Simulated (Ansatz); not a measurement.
Reaction (formal exchange of groups at a C–S bond): `N=CSCO` + `C=CBCl` → `C=CB(Cl)CO` + `N=CS`

Computed with Ansatz on PBE0-D4/def2-TZVP structures; ΔE is electronic, products minus reactants. CCSD(T)/CBS adds triple-zeta CCSD(T) − MP2 to the extrapolated MP2 energy (def2 sets, frozen cores). This one scheme is used for every species. DFT in def2-TZVPP. B3LYP here is the variant with VWN-RPA as its local correlation; programs differ in this. One conformer a species, not always the lowest.

`N=CSCO`:

```xyz
10

N     1.098   -0.687    1.440
C     0.159    0.127    1.639
S    -0.933    0.918    0.496
C    -0.189    0.452   -1.083
O    -0.260   -0.908   -1.396
H     1.195   -0.951    0.460
H    -0.072    0.442    2.660
H    -0.692    1.085   -1.822
H     0.870    0.717   -1.062
H    -1.176   -1.194   -1.331
```

`C=CBCl`:

Z-matrix (Å, degrees):
```
C
C 1 1.337
H 1 1.086 2 120.8
H 1 1.086 2 122.7 3 180.0
B 2 1.531 1 119.9 3 0.0
H 2 1.088 1 118.9 3 180.0
Cl 5 1.750 2 121.0 1 180.0
H 5 1.194 2 121.9 1 -0.0
```

`C=CB(Cl)CO`:

Cartesian coordinates in Å:
```
C 1.439 -1.567 -0.796
C 0.476 -0.647 -0.703
B -0.075 -0.108 0.631
Cl 0.438 -0.821 2.163
C -1.102 1.073 0.732
O -1.469 1.697 -0.488
H 1.812 -1.921 -1.753
H 1.891 -1.998 0.092
H 0.054 -0.250 -1.624
H -2.028 0.669 1.162
H -0.757 1.809 1.476
H -0.679 2.063 -0.891
```

`N=CS`:

```xyz
6

N    -0.689   -0.800    0.223
C     0.359   -0.106    0.117
S     0.388    1.492   -0.590
H    -0.487   -1.696    0.661
H     1.359   -0.408    0.447
H    -0.929    1.519   -0.858
```

| level | ΔE (kJ/mol) | difference from CCSD(T)/CBS |
| --- | --- | --- |
| PBE-D4 | -17.2 | 3.5 |
| r2SCAN-D4 | -18.8 | 1.9 |
| PBE0-D4 | -21.5 | -0.8 |
| B3LYP-D4 | -20.4 | 0.3 |
| ωB97X-V | -23.4 | -2.7 |
| ωB97M-V | -24.6 | -3.9 |
| B2PLYP | -19.5 | 1.2 |
| PBE | -17.0 | 3.7 |
| r2SCAN | -18.6 | 2.1 |
| PBE0 | -21.2 | -0.5 |
| B3LYP | -20.4 | 0.3 |
| HF/def2-TZVPP | -24.6 | -3.9 |
| MP2/def2-TZVPP | -19.7 | 1.0 |
| SCS-MP2/def2-TZVPP | -19.8 | 0.9 |
| CCSD/def2-TZVPP | -24.5 | -3.8 |
| CCSD(T)/def2-TZVPP | -21.4 | -0.7 |
| HF/def2-QZVPP | -24.5 | -3.8 |
| MP2/def2-QZVPP | -19.3 | 1.4 |
| SCS-MP2/def2-QZVPP | -19.4 | 1.3 |
| HF/CBS(def2) | -24.4 | -3.7 |
| MP2/CBS(def2) | -19.0 | 1.7 |
| CCSD/CBS(def2) | -23.8 | -3.1 |
| CCSD(T)/CBS | -20.7 | 0 |

Largest T1 diagnostic among the species: 0.014.

In def2-TZVPP, CCSD(T) changes the Hartree–Fock value by +3.2 kJ/mol (the triples alone add +3.2 kJ/mol) and MP2 by +4.9 kJ/mol. From PBE to PBE0 (25 % exact exchange), in def2-TZVPP and without D4, ΔE moves by −4.2 kJ/mol.
